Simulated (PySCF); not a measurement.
## A small calculation by hand: entropy of an ideal gas

B(H)2(NHMe) (CH₆BN), SMILES N(C)B.

Geometry: B3LYP-D3(BJ)/def2-TZVP.

B3LYP-D3(BJ)/def2-TZVP run with PySCF gives the harmonic wavenumbers 178, 406, 436, 809, 894, 986, 1004, 1152, 1175, 1203, 1345, 1460, 1494, 1496, 1553, 2570, 2648, 3019, 3062, 3123, 3574 cm⁻¹ and the rotational temperatures 2.2055, 0.4538, 0.3957 K. The molar mass is 42.88 g/mol, the symmetry number 1, the spin multiplicity 1.

Work out the entropy at 298.15 K and 1 atm in the rigid-rotor, harmonic-oscillator model.


Translation (Sackur–Tetrode at 1 atm): S = R[1.5 ln M + 2.5 ln T − 1.16487] = 155.6 J/(mol K).
Rotation: q = (√π/σ) T^1.5/√(θA θB θC) = 14500, S = R[ln q + 3/2] = 92.1 J/(mol K).
Vibration: with u = 1.4388 ν/T, each mode gives R[u/(e^u − 1) − ln(1 − e^−u)]:
```csv
ν (cm⁻¹),modes,u,S (J/(mol K))
178,1,0.86,9.83
406,1,1.96,3.94
436,1,2.10,3.51
809,1,3.90,0.84
894,1,4.31,0.60
986,1,4.76,0.41
1004,1,4.84,0.39
1152,1,5.56,0.21
1175,1,5.67,0.19
1203,1,5.81,0.17
1345,1,6.49,0.09
1460,1,7.05,0.06
1494,1,7.21,0.05
1496,1,7.22,0.05
1553,1,7.49,0.04
```
The stiffer modes add less than 0.005 each. Sum 20.4 J/(mol K).
Spin: R ln 1 = 0.0 J/(mol K).
Total 268.1 J/(mol K); the program's own thermochemistry gives 268.2. Translation makes up 58 % and vibration 8 %. Anharmonicity, hindered rotation and orbital degeneracy are left out.
